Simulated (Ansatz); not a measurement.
Ansatz (a quantum-chemistry and plane-wave program) input (B3LYP/6-31G*):

Ansatz 0.2 input:
```yaml
crystal:
  periodic: [false, false, false]
  atoms:
    - {symbol: B, position_ang: [-0.00000000, -0.00000000, -0.58802649]}
    - {symbol: N, position_ang: [0.00000000, 0.00000000, 0.67320422]}
    - {symbol: H, position_ang: [-0.00000000, -0.00000000, -1.77229711]}
basis:
  gaussian:
    orbitals: 6-31G*
hamiltonian:
  xc: {name: B3LYP}
total_charge: -1
relax: {f_tol: 0.003, max_steps: 120}
```

Output:

```
WARN ansatz: RAYON_NUM_THREADS=1 ignored (pool sized by the plan → 1); use --threads N
Functional definition: B3LYP
integrals: 0.00 GiB planned
352 factors; integrals over basis functions are off by at most 2.3e-4 eV
mean field: 0.06 GiB planned
mean field evaluation 1: about -2181.2296 eV, gradient 1.2e1 eV
mean field evaluation 2: about -2179.1459 eV, gradient 3.3e1 eV
mean field evaluation 4: about -2181.6424 eV, gradient 7.3e-1 eV
mean field evaluation 8: about -2181.6437 eV, gradient 1.5e-3 eV
mean field -2181.64373502 eV, -80.1739284907 hartree, gradient 7.5e-5 eV, S^2 0.000000; 0 other end points of the search recorded, 0 dependent functions left out
the calculation of the forces begins
reference -2181.64388961 eV, -80.1739341718 hartree; 7, 7 occupied and 25, 25 virtual orbitals, 352 factors
relax step   1: F+E_penalty+E_count = -2181.64373502 eV  Δ(F+E_penalty+E_count) = +0.000e0 eV  max|allowed force component| = 3.114e-1 eV/Å  Δτ_max = 0.0000 Å  (21 SCF iters, accepted)
these checks for a lower state are left out or cut short: starts, cluster_reference, orbital_swaps, neighbouring_geometries, increment
integrals: 0.00 GiB planned
352 factors; integrals over basis functions are off by at most 2.4e-4 eV
mean field: 0.06 GiB planned
mean field evaluation 16: about -2181.6451 eV, gradient 1.6e-5 eV
mean field -2181.64509940 eV, -80.1739786308 hartree, gradient 1.6e-5 eV, S^2 0.000000; 0 other end points of the search recorded, 0 dependent functions left out
the calculation of the forces begins
reference -2181.64525413 eV, -80.1739843171 hartree; 7, 7 occupied and 25, 25 virtual orbitals, 352 factors
relax step   2: F+E_penalty+E_count = -2181.64509940 eV  Δ(F+E_penalty+E_count) = -1.364e-3 eV  max|allowed force component| = 5.759e-2 eV/Å  Δτ_max = 0.0050 Å  (21 SCF iters, accepted)
these checks for a lower state are left out or cut short: starts, cluster_reference, orbital_swaps, neighbouring_geometries, increment
integrals: 0.00 GiB planned
352 factors; integrals over basis functions are off by at most 2.4e-4 eV
mean field: 0.06 GiB planned
mean field -2181.64517835 eV, -80.1739815321 hartree, gradient 3.9e-5 eV, S^2 0.000000; 0 other end points of the search recorded, 0 dependent functions left out
the calculation of the forces begins
reference -2181.64533314 eV, -80.1739872206 hartree; 7, 7 occupied and 25, 25 virtual orbitals, 352 factors
relax step   3: F+E_penalty+E_count = -2181.64517835 eV  Δ(F+E_penalty+E_count) = -7.895e-5 eV  max|allowed force component| = 7.343e-4 eV/Å  Δτ_max = 0.0017 Å  (18 SCF iters, accepted)
integrals: 0.00 GiB planned
352 factors; integrals over basis functions are off by at most 2.4e-4 eV
mean field: 0.06 GiB planned
mean field evaluation 32: about -2181.6452 eV, gradient 1.1e-2 eV
mean field -2181.64517835 eV, -80.1739815321 hartree, gradient 3.9e-5 eV, S^2 0.000000; 1 other end points of the search recorded, 0 dependent functions left out
the calculation of the forces begins
reference -2181.64533314 eV, -80.1739872206 hartree; 7, 7 occupied and 25, 25 virtual orbitals, 352 factors
Total energy: -2181.64533314 eV, -80.1739872206 hartree
Atom 0 at    -0.000000     0.000000    -0.586635 Å, force    -0.000000    -0.000000    -0.000382 eV/Å
Atom 1 at     0.000000    -0.000000     0.678596 Å, force     0.000000     0.000000     0.000734 eV/Å
Atom 2 at     0.000000    -0.000000    -1.779080 Å, force     0.000000     0.000000    -0.000352 eV/Å
Dipole moment:    -0.000000     0.000000    -0.327470 e Å
```

The dipole moment of an ion depends on the origin.
